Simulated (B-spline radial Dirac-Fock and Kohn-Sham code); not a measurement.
**Al⁺ in Watson spheres of different radius**

Method: Dirac-Fock (average of configuration) total-energy differences with a finite nucleus, the Breit interaction including its frequency dependence, and self-energy and vacuum-polarisation corrections. Computed with a B-spline atomic structure program. The ion, [Ne] 3s2, sits in a hollow sphere of charge Q = -1, a simple model of the Madelung potential. Inside the sphere an electron's potential energy is raised by the constant 14.40·|Q|/R eV, so binding energies fall by about that much as long as the orbitals stay inside.

| radius (Å) | 14.40 |Q|/R (eV) | 1s (eV) | 2s (eV) | 2p1/2 (eV) | 2p3/2 (eV) | 3s (eV) |
| --- | --- | --- | --- | --- | --- | --- |
| 2.4 | 6.00 | 1572.5 | 132.0 | 84.92 | 84.50 | 11.59 |
| 2.7 | 5.33 | 1573.2 | 132.7 | 85.56 | 85.14 | 12.23 |

From the smallest to the largest radius 1s moves by +0.6 eV, while the constant potential alone would give +0.7 eV; the difference comes from charge outside the sphere and its screening.
